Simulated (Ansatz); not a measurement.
Problem. Name a neutral molecule of C, O, Si, Sn and H with LUMO energy (PBE/def2-TZVPP) between -1.70 and -1.40 eV and HOMO energy (ωB97M-V/def2-TZVPP) between -9.95 and -9.65 eV (Ansatz, PBE0-D4/def2-TZVP geometry).

Solution. `[SiH3]C[O][SnH3]` (-1.40 eV, -9.84 eV). Other molecules can fit too; these were computed, each in one conformer that needn't be the lowest.
